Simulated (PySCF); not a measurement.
A calculated (r2SCAN0, PySCF 2.14, x2c-QZVPPall, scalar relativity by spin-free X2C-1e) atom or ion has these occupied shells.

```csv
shell,electrons,orbital energy (eV),"rms radius, mean of both spins (bohr)"
1s α,1,-7660.7,0.0649
1s β,1,-7660.7,0.0649
2s α,1,-932.27,0.277
2s β,1,-929.15,0.277
2p α,3,-797.50,0.249
2p β,3,-794.87,0.249
3s α,1,-121.87,0.825
3s β,1,-114.45,0.825
3p α,3,-82.417,0.878
3p β,3,-74.577,0.878
3d α,5,-20.162,1.09
3d β,1,-15.620,1.09
4s α,1,-9.361,2.89
4s β,1,-7.637,2.89
4p α,1,-4.098,3.73
```

Q: Name the element and its charge.

A: Co (cobalt, neutral), in [Ar] 3d6 4s2 4p1, one real determinant (an excited configuration).
